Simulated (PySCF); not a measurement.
PySCF input for ZnF2, SMILES [F][Zn][F], TDDFT-B3LYP/def2-SVPD. Geometry: PBE0-D3(BJ)/def2-TZVP. The isomer is the one that the SMILES or the coordinates give; other isomers of the formula were not compared.

```python
import numpy as np
from pyscf import gto, scf, dft, tdscf

mol = gto.M(
    atom='''
    Zn    0.00000000    0.00000000    0.00000000
    F     0.00000000    0.00000000   -1.73171338
    F     0.00000000    0.00000000    1.73171338
    ''',
    basis='def2-SVPD',
    charge=0,
    spin=0,
    symmetry=True,
    symmetry_subgroup='D2h',
    max_memory=1600,
    verbose=4,
)
mf = dft.RKS(mol, xc='b3lyp').density_fit(auxbasis='def2-universal-jkfit')
mf.grids.level = 3
mf.conv_tol = 1e-9
mf.max_cycle = 100
mf.kernel()
mf.grids = dft.Grids(mol).set(level=1).build(with_non0tab=True)  # coarser grid for the response kernel
td = tdscf.TDDFT(mf)
td.singlet = True
td.nstates = 10
td.conv_tol = 1e-4
td.kernel(x0=td.get_init_guess(mf, 15))
td.analyze()
tt = tdscf.TDA(mf)
tt.singlet = False
tt.nstates = 4
tt.conv_tol = 1e-4
tt.kernel(x0=tt.get_init_guess(mf, 9))
tt.analyze(verbose=3)
```

It prints:

```
PySCF version 2.14.0

[INPUT] verbose = 4
[INPUT] num. atoms = 3
[INPUT] num. electrons = 48
[INPUT] charge = 0
[INPUT] spin (= nelec alpha-beta = 2S) = 0
[INPUT] symmetry True subgroup D2h
[INPUT] Mole.unit = angstrom
[INPUT] Symbol           X                Y                Z      unit          X                Y                Z       unit  Magmom
[INPUT]  1 Zn     0.000000000000   0.000000000000   0.000000000000 AA    0.000000000000   0.000000000000   0.000000000000 Bohr   0.0
[INPUT]  2 F      0.000000000000   0.000000000000  -1.731713380000 AA    0.000000000000   0.000000000000  -3.272464014445 Bohr   0.0
[INPUT]  3 F      0.000000000000   0.000000000000   1.731713380000 AA    0.000000000000   0.000000000000   3.272464014445 Bohr   0.0

nuclear repulsion = 177.389269198267
point group symmetry = Dooh, use subgroup D2h
symmetry origin: [0. 0. 0.]
symmetry axis x: [1. 0. 0.]
symmetry axis y: [0. 1. 0.]
symmetry axis z: [0. 0. 1.]
num. orbitals of irrep Ag = 20
num. orbitals of irrep B1g = 4
num. orbitals of irrep B2g = 7
num. orbitals of irrep B3g = 7
num. orbitals of irrep Au = 3
num. orbitals of irrep B1u = 17
num. orbitals of irrep B2u = 11
num. orbitals of irrep B3u = 11
number of shells = 30
number of NR pGTOs = 142
number of NR cGTOs = 80
basis = def2-SVPD
ecp = {}


[settings echo left out]
init E= -1978.38293730059
HOMO (Ag) = -0.379598212775583  LUMO (Ag) = -0.112232409308145  gap/eV = 7.27539
cycle= 1 E= -1978.62840056786  delta_E= -0.245  |g|= 1.02  |ddm|= 1.96
HOMO (B2g) = -0.226227585634034  LUMO (Ag) = -0.0723671726542388  gap/eV = 4.18676
cycle= 2 E= -1977.90859919013  delta_E= 0.72  |g|= 2.31  |ddm|= 2.34
HOMO (B2g) = -0.39781319781795  LUMO (Ag) = -0.100293067064472  gap/eV = 8.09594
cycle= 3 E= -1978.79977610915  delta_E= -0.891  |g|= 0.168  |ddm|= 1.69
HOMO (B2g) = -0.373883339560678  LUMO (Ag) = -0.0871467272781561  gap/eV = 7.80250
cycle= 4 E= -1978.80265576509  delta_E= -0.00288  |g|= 0.0932  |ddm|= 0.136
HOMO (B2g) = -0.378975974108588  LUMO (Ag) = -0.0883109367995276  gap/eV = 7.90940
cycle= 5 E= -1978.8037385513  delta_E= -0.00108  |g|= 0.00626  |ddm|= 0.0385
HOMO (B2g) = -0.379872958759519  LUMO (Ag) = -0.0885630765153298  gap/eV = 7.92695
cycle= 6 E= -1978.80374498091  delta_E= -6.43e-06  |g|= 0.00111  |ddm|= 0.00348
HOMO (B2g) = -0.380007849768373  LUMO (Ag) = -0.0885452775043936  gap/eV = 7.93110
cycle= 7 E= -1978.80374519464  delta_E= -2.14e-07  |g|= 0.00012  |ddm|= 0.000881
HOMO (B2g) = -0.380016473221654  LUMO (Ag) = -0.0885548535295113  gap/eV = 7.93107
cycle= 8 E= -1978.80374519671  delta_E= -2.08e-09  |g|= 7.74e-06  |ddm|= 0.000111
HOMO (B3g) = -0.380015163531477  LUMO (Ag) = -0.0885537268901819  gap/eV = 7.93107
cycle= 9 E= -1978.80374519672  delta_E= -9.55e-12  |g|= 8.92e-07  |ddm|= 9.21e-06
HOMO (B2g) = -0.380015264435259  LUMO (Ag) = -0.0885538451213983  gap/eV = 7.93107
Extra cycle  E= -1978.80374519673  delta_E= -7.73e-12  |g|= 1.33e-06  |ddm|= 1.34e-06
converged SCF energy = -1978.80374519673
tot grids = 18040


******** <class 'pyscf.tdscf.rks.TDDFT'> for <class 'pyscf.df.df_jk.DFSymAdaptedRKS'> ********
nstates = 10 singlet
deg_eia_thresh = 1.000e-03
wfnsym = None
conv_tol = 0.0001
eigh lindep = 1e-12
eigh level_shift = 0
eigh max_cycle = 100


Excitation energies (eV)
[6.44966974 6.44966974 7.1984128  7.1984128  8.01094222 8.16693756
 8.57226607 8.6100611  8.61015753 9.21380315]

** Singlet excitation energies and oscillator strengths **
Excited State   1:  B2g      6.44967 eV    192.23 nm  f=0.0000
      23 -> 25        0.70421
Excited State   2:  B3g      6.44967 eV    192.23 nm  f=0.0000
      24 -> 25        0.70421
Excited State   3:  B2u      7.19841 eV    172.24 nm  f=0.0428
      21 -> 25        0.70373
Excited State   4:  B3u      7.19841 eV    172.24 nm  f=0.0428
      22 -> 25        0.70373
Excited State   5:   Ag      8.01094 eV    154.77 nm  f=0.0000
      20 -> 25        0.67606
      21 -> 26        0.13936
      22 -> 27        0.13936
Excited State   6:  B1u      8.16694 eV    151.81 nm  f=0.0917
      19 -> 25       -0.58346
      23 -> 27        0.27911
      24 -> 26        0.27911
Excited State   7:   Au      8.57227 eV    144.63 nm  f=0.0000
      23 -> 26        0.49810
      24 -> 27       -0.49810
Excited State   8:  B1u      8.61006 eV    144.00 nm  f=0.0000
      23 -> 27        0.49845
      24 -> 26       -0.49845
Excited State   9:   Au      8.61016 eV    144.00 nm  f=0.0000
      23 -> 26        0.49845
      24 -> 27        0.49845
Excited State  10:  B1g      9.21380 eV    134.56 nm  f=0.0000
      21 -> 27        0.49801
      22 -> 26       -0.49801

** Transition electric dipole moments (AU) **
state          X           Y           Z        Dip. S.      Osc.
  1        -0.0000      0.0000      0.0000      0.0000      0.0000
  2         0.0000     -0.0000      0.0000      0.0000      0.0000
  3        -0.0000     -0.4928      0.0000      0.2429      0.0428
  4        -0.4928     -0.0000      0.0000      0.2429      0.0428
  5        -0.0000      0.0000     -0.0000      0.0000      0.0000
  6         0.0000     -0.0000      0.6770      0.4584      0.0917
  7         0.0000     -0.0000      0.0000      0.0000      0.0000
  8         0.0000      0.0000     -0.0000      0.0000      0.0000
  9         0.0000      0.0000     -0.0000      0.0000      0.0000
 10        -0.0000      0.0000      0.0000      0.0000      0.0000

** Transition velocity dipole moments (imaginary part, AU) **
state          X           Y           Z        Dip. S.      Osc.
  1        -0.0000     -0.0000      0.0000      0.0000      0.0000
  2         0.0000     -0.0000     -0.0000      0.0000      0.0000
  3        -0.0000     -0.1332     -0.0000      0.0177      0.0447
  4        -0.1332     -0.0000     -0.0000      0.0177      0.0447
  5         0.0000     -0.0000      0.0000      0.0000      0.0000
  6        -0.0000     -0.0000      0.2034      0.0414      0.0919
  7         0.0000     -0.0000      0.0000      0.0000      0.0000
  8         0.0000     -0.0000     -0.0000      0.0000      0.0000
  9         0.0000     -0.0000      0.0000      0.0000      0.0000
 10        -0.0000      0.0000      0.0000      0.0000      0.0000

** Transition magnetic dipole moments (imaginary part, AU) **
state          X           Y           Z
  1         0.0000     -0.3737     -0.0000
  2         0.3737     -0.0000      0.0000
  3        -0.0000     -0.0000      0.0000
  4         0.0000      0.0000      0.0000
  5        -0.0000     -0.0000      0.0000
  6        -0.0000     -0.0000      0.0000
  7         0.0000      0.0000     -0.0000
  8        -0.0000     -0.0000      0.0000
  9        -0.0000     -0.0000      0.0000
 10         0.0000     -0.0000     -0.0000


******** <class 'pyscf.tdscf.rks.TDA'> for <class 'pyscf.df.df_jk.DFSymAdaptedRKS'> ********
nstates = 4 triplet
deg_eia_thresh = 1.000e-03
wfnsym = None
conv_tol = 0.0001
eigh lindep = 1e-12
eigh level_shift = 0
eigh max_cycle = 100


Excitation energies (eV)
[6.12380584 6.12380584 6.77265686 6.77265686]

** Triplet excitation energies and oscillator strengths **
Excited State   1:  B2g      6.12381 eV    202.46 nm  f=0.0000
Excited State   2:  B3g      6.12381 eV    202.46 nm  f=0.0000
Excited State   3:  B3u      6.77266 eV    183.07 nm  f=0.0000
Excited State   4:  B2u      6.77266 eV    183.07 nm  f=0.0000
```

Self-consistency was reached.
